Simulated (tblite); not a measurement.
Problem. Give a GFN2-xTB geometry of `[C@@H]1(Cl)C[C@]2(C[C@H]2C1)[O]` [radical]. (Doublet state.)

Solution. 
```xyz
16
C6H8ClO angstrom
O     -2.099   -0.187   -1.321
C     -1.138   -0.260   -0.531
C      0.125   -1.068   -0.825
C      1.251   -0.476    0.017
Cl     2.841   -0.655   -0.782
C      0.906    1.005    0.222
C     -0.590    1.073    0.281
C     -1.336    0.044    1.001
H      0.340   -0.965   -1.891
H     -0.035   -2.127   -0.620
H      1.351   -0.993    0.973
H      1.272    1.593   -0.621
H      1.368    1.396    1.132
H     -1.082    1.996    0.018
H     -2.361    0.260    1.264
H     -0.820   -0.626    1.671
```

Any rigid rotation of these coordinates is as good. Atoms count from 1 in this order. The 3-membered ring C2–C7–C8 has internal angles of 53.7° to 65.9°. Of the pairs four or more bonds apart, C4···H16 is among the closest relative to their van der Waals radii: 2.65 Å, 92 % of the sum of Bondi's values. The 5-membered ring C2–C3–C4–C6–C7 has internal angles of 104.3° to 107.4°; it is puckered, 0.14 Å rms from its mean plane, widest ring torsion 33°. The 7 C–C bonds span 1.461 Å (C7–C8, drawn single) to 1.654 Å (C2–C7, drawn single), a spread of 0.193 Å.

Bonds between heavy atoms (Å): O1–C2 1.246, C2–C3 1.528, C3–C4 1.526, C4–Cl5 1.788, C4–C6 1.534, C6–C7 1.499, C7–C8 1.461, C2–C7 1.654, C2–C8 1.575.

Structure optimised with GFN2-xTB, isolated species. This method treats the open shell by occupation alone, without spin polarisation.

Point group: C1 (no symmetry element, even within 0.4 Å). Its GFN2-xTB frequencies are all real (lowest 103 cm⁻¹). Torsions: O1–C2–C3–C4 157°, C2–C3–C4–Cl5 -149°, C3–C4–C6–C7 33°, C4–C6–C7–C8 40°. 2 starts were optimised and ended at 0.00 and 1.21 kcal/mol (GFN2-xTB); the lowest of these is shown.

Hardware: one thread, Arm Neoverse V1 (aarch64), shared host with 32 logical CPUs at a one-minute load of 24. Cost: 0.27 s. This is the geometry optimisation.

One conformer stands for the species.

These are computed values.
